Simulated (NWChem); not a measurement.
Species: SeBrCl; SMILES Cl[Se]Br

```xyz
3

Se     0.7465    -0.5844     0.0000
Cl    -0.9693    -1.9204     0.0000
Br    -0.2544     1.5005     0.0000
```
Atoms are numbered in this order, from 1.

Program: NWChem. Coordinates come from a PBE0/def2-SVP optimisation. Ions are spin-unrestricted doublets at the neutral geometry; other ion states weren't tried.

For level PBE0/def2-SVP:

- vertical ionisation energy, ΔSCF (eV): 9.19
- −ε(HOMO) (eV): 6.89

Task: Estimate the same quantities for level PBE/def2-SVP.

Result: 
- vertical ionisation energy, ΔSCF (eV): 8.81
- −ε(HOMO) (eV): 5.56
